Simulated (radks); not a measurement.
Problem. Radial electron density D(r) = 4 pi r^2 rho(r) of an atom or ion with 10 electrons. Method: scalar-relativistic Kohn-Sham, PBE, spin-unpolarised, spherical densities, point nucleus; computed with a radial shooting solver on a logarithmic mesh with Libxc functionals.

| r (bohr) | D(r) (e/bohr) |
|---|---|
| 0.002183 | 0.4820 |
| 0.002731 | 0.7309 |
| 0.003417 | 1.101 |
| 0.004274 | 1.647 |
| 0.005348 | 2.437 |
| 0.00669 | 3.564 |
| 0.00837 | 5.130 |
| 0.01047 | 7.245 |
| 0.0131 | 9.987 |
| 0.01639 | 13.36 |
| 0.0205 | 17.22 |
| 0.02565 | 21.20 |
| 0.03209 | 24.66 |
| 0.04015 | 26.82 |
| 0.05023 | 27.00 |
| 0.06284 | 25.13 |
| 0.07799 | 22.27 |
| 0.09758 | 20.07 |
| 0.1221 | 20.46 |
| 0.1527 | 23.64 |
| 0.1911 | 27.26 |
| 0.239 | 27.63 |
| 0.2991 | 22.77 |
| 0.3741 | 14.43 |
| 0.4681 | 6.638 |
| 0.5856 | 2.070 |
| 0.7326 | 0.3999 |
| 0.9166 | 0.04241 |
| 1.147 | 0.002135 |

What is the nuclear charge?

Solution. Z = 23. The innermost maximum, from 1s, lies near gamma/Z bohr with gamma = sqrt(1 - (Z/c)^2) = 0.986, here 0.0429 bohr (found: 0.0456), and its height grows with Z. The density is that of the vanadium ion V13+ in [Ne]; the configuration itself is not fixed sharply by these data, and Z only to about a unit. D(r) has 2 maxima, at r = 0.0456, 0.219 bohr, and minima at 0.107 bohr, inside which lie 2.16 electrons.
